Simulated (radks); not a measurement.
Results of a calculation; reference values are marked as such.
Question: The nitrogen anion N-, [He] 2s2 2p4, held by a Watson sphere: a shell of charge +0.69 at radius R that stands for the Madelung well of a crystal (potential energy -0.69/R inside, -0.69/r outside, in hartree with lengths in bohr). Code: a radial shooting solver on a logarithmic mesh with Libxc functionals. Model: scalar-relativistic Kohn-Sham, LDA (Slater exchange, Perdew-Wang correlation), spin-polarised, spherical densities, point nucleus; open shells are filled with parallel spins first. Response by self-consistent Sternheimer equations with the Hartree and adiabatic LDA kernel, the relativistic mass of each level held fixed and spin-orbit coupling left out. The sphere does not respond.

| R (bohr) | e(2s down) (eV) | e(2p up) (eV) | e(2p down) (eV) | <r> 2p (bohr) | sum of <r^2> (bohr^2) | X-ray form factor at sin(theta)/lambda = 0.1 1/angstrom | alpha (bohr^3) |
|---|---|---|---|---|---|---|---|
| 1.69 | -13.722 | -5.075 | -2.825 | 1.743 | 18.56 | 6.843 | 16.45 |
| 3.1 | -11.998 | -3.633 | -1.535 | 2.033 | 22.62 | 6.678 | 34.86 |
| 3.23 | -11.879 | -3.526 | -1.432 | 2.060 | 22.95 | 6.668 | 37.52 |
| 3.48 | -11.668 | -3.334 | -1.245 | 2.114 | 23.57 | 6.651 | 43.41 |
| 3.85 | -11.393 | -3.086 | -0.998 | 2.198 | 24.50 | 6.629 | 54.62 |
| 3.87 | -11.379 | -3.073 | -0.985 | 2.203 | 24.55 | 6.628 | 55.34 |
| 3.95 | -11.326 | -3.025 | -0.936 | 2.222 | 24.76 | 6.623 | 58.34 |

Estimate the row for R = 2.2 bohr.

Answer: e(2s down) (eV) -13.011; e(2p up) (eV) -4.510; e(2p down) (eV) -2.344; <r> 2p (bohr) 1.848; sum of <r^2> (bohr^2) 20.16; X-ray form factor at sin(theta)/lambda = 0.1 1/angstrom 6.769; alpha (bohr^3) 21.40.
